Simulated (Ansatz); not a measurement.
Relaxed structures of CH3GeO (charge +1), closed shell (PBE0-D4/def2-TZVP; forces vanish, vibrations not checked; lower isomers may exist, and structures with a doubtful reference or unclear bonds are left out; Å). Ansatz 0.2.0; basis: def2-TZVPP; cores frozen in the correlated methods. Filled d shells of the heavier atoms are correlated. The def2 sets are not built for correlating such inner shells, so the correlated values are less sure here.

(1) Rank them by CCSD(T) energy, lowest first, and give each one's height above the lowest. Links in brackets join atoms within 1.22 times the sum of their covalent radii (1.1 for two metals). (An estimate is asked for; the value comes from the calculation.)
A.
CH₃GeO ([O][C][GeH3]), total charge +1
```
6
angstrom
O 0.2917 -2.2932 0.7213
C 0.1580 -1.2425 0.3908
Ge -0.0942 0.7402 -0.2328
H -1.4136 0.5555 -0.9662
H 1.1782 0.8562 -1.0580
H -0.1201 1.3839 1.1449
```
B.
CH₃GeO ([CH]1[O][GeH2]1), total charge +1
```
6
angstrom
O -0.2537 -1.3123 0.2030
C 0.7532 -0.9640 0.8066
Ge 0.2358 0.6852 -0.0021
H 1.3886 -1.6114 1.4239
H 0.6725 0.8632 -1.4428
H -0.8393 1.4574 0.7368
```
C.
CH₃GeO ([OH][C][GeH2]), total charge +1
```
6
angstrom
O 0.2617 -2.2555 0.4817
C -0.1554 -1.1054 0.3921
Ge -0.3731 0.6297 -0.0725
H -1.5744 0.7914 -0.9841
H 1.0494 -2.5025 -0.0580
H 0.0611 1.5436 1.0573
```

No T1 diagnostic of these runs exceeds 0.021. The restricted Hartree–Fock reference is unstable towards an unrestricted one at one or more of these structures.

Results:

(1) By the calculation: A (0.0 kJ/mol), B (129.2 kJ/mol), C (262.5 kJ/mol). Heights count from the lowest.

For scale, one of the runs: CCSD(T)/def2-TZVPP, 152 basis functions, launched by `ansatz run in.yaml --threads 2 --pin off --events-out ev --progress --plain --max-ram 4352MiB`. Hardware: 2 CPU threads of an Arm Neoverse V2, shared host. Wall time 27 s; peak host memory 1 GiB.
